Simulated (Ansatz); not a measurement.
Z-matrix (Å, degrees):
```
Si
O 1 1.637
N 1 1.718 2 107.4
O 1 1.630 2 108.9 3 -116.9
H 1 1.483 2 111.4 3 121.5
H 2 0.960 1 118.2 3 -69.1
Si 3 1.700 1 125.9 2 -3.8
H 3 1.010 1 118.4 2 173.4
H 4 0.958 1 118.1 2 -69.3
Cl 7 2.060 3 111.2 1 62.4
Cl 7 2.043 3 107.6 1 -179.2
H 7 1.470 3 114.7 1 -57.7
```

Total charge 0; spin multiplicity 1.

(1) List the PBE/def2-TZVPP orbital energies in eV (Ansatz). (Estimate.)

## Answers

(1) Ansatz gave: Occupied: -2739.15, -2739.09, -1781.61, -1780.71, -510.54, -510.52, -380.48, -249.74, -249.68, -190.43, -190.36, -190.27, -190.27, -190.21, -190.20, -139.13, -138.28, -95.93, -95.88, -95.79, -95.04, -95.02, -94.99, -25.61, -25.08, -21.76, -20.77, -20.45, -14.61, -13.65, -12.90, -12.19, -11.17, -10.31, -10.12, -9.80, -9.10, -8.56, -8.47, -8.19, -8.09, -7.90, -7.85, -7.60, -6.96. Lowest empty: -0.48, -0.36, -0.01, 0.11, 0.26, 1.05, 1.19, 1.65.
